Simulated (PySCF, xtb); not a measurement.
Pb(H)(OH) (H₂OPb), SMILES [PbH][OH] (connectivity only; charge and spin as stated), neutral, multiplicity 1.

Harmonic wavenumbers (cm⁻¹) from xtb 6.7.1 with GFN2-xTB at its own minimum, in rising order: 377, 486, 528, 698, 1490, 3731.

Task: What does B3LYP-D3(BJ)/def2-TZVP (PySCF) give at its own minimum? (Estimate from the structure and the level; the computed values follow.)

Result: 499, 514, 521, 780, 1529, 3819. Paired by order, the mean absolute difference is 61 cm⁻¹ and the zero-point energies are 10.4 and 11.0 kcal/mol.
